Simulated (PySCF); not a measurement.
An unknown shows these calculated signals:

1H NMR (300 MHz, computed): δ 8.01 (d, 2H), 7.52 (m, 1H), 7.44 (m, 2H), 5.42 (br, 1H), 4.26 (q, 2H), 1.36 (t, 3H).

13C{1H} NMR (computed): δ 146.9 (CH), 145.4 (C), 141.9 (CH), 136.2 (CH), 71.6 (CH2), 20.7 (CH3).

How the numbers were obtained: PBE0-D3(BJ)/def2-SVP geometry, CAM-B3LYP/pcSseg-1 with gauge-including orbitals, in PySCF (non-relativistic Hamiltonian, one conformer, in vacuum, rapidly exchanging positions averaged).

Referencing at the same level of theory: 1H and 13C vs TMS.

Which of these does the molecule contain: a non-aromatic C=C double bond, an NH or NH2 group, a CF3 group, a benzene ring, a CH3CH2 unit?

Answers


- A non-aromatic C=C double bond: no.
- An NH or NH2 group: no.
- A CF3 group: no.
- A benzene ring: yes.
- A CH3CH2 unit: yes (δC 20.7, 71.6; δH 1.36 (t), 4.26 (q)).

The data belong to SMILES C1=C(BOCC)C=CC=C1, C₈H₁₁BO; they needn't prove each group on their own.

Carbon signals by region: 4 in the sp2 and nitrile region (100–160 ppm), 1 at 50–100 ppm, 1 below 50 ppm.

Hydrogens on boron are broadened and split by 11B (spin 3/2, 80 %) and 10B (spin 3). A carbon bonded to boron is broadened by the quadrupolar boron nucleus and is often missing from a measured spectrum. Shifts are as computed, not scaled to solution data. Of 1313 compounds with measured shifts, 239 miss one by over three times the rms of a fit or turn the order of signals round; such compounds aren't used in these exercises. No couplings were computed; multiplicities are counted from neighbouring protons, with m where these are inequivalent, close in shift, in a saturated or five-membered ring or joined by F or P, and br s for small geminal =CH2 splittings.
